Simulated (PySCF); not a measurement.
# Correlation energy of Pd (palladium, neutral)

[Kr] 4d9 5p1, one real determinant (an excited configuration). Computed with PySCF 2.14 in def2-QZVPP with the def2 core potential (28 electrons) (7s5p4d4f2g, 88 functions), with a scalar-relativistic core potential. Frozen: 4s2 4p6; 10 electrons correlated.

MP2 pair energies summed by pair of shells (mhartree):

| pair | energy | share (%) |
| --- | --- | --- |
| 4d-4d | -302.91 | 95.1 |
| 4d-5p | -15.61 | 4.9 |

Total MP2 correlation energy: -318.52 mhartree.

Same-spin part -115.67 and opposite-spin part -202.85 mhartree; SCS-MP2 scales them by 1/3 and 6/5 to -281.98 mhartree.

The basis was made for the ground configuration and has no added diffuse functions, which can raise the energy of the promoted electron.

The reference is one real determinant that mixes LS terms of this configuration.
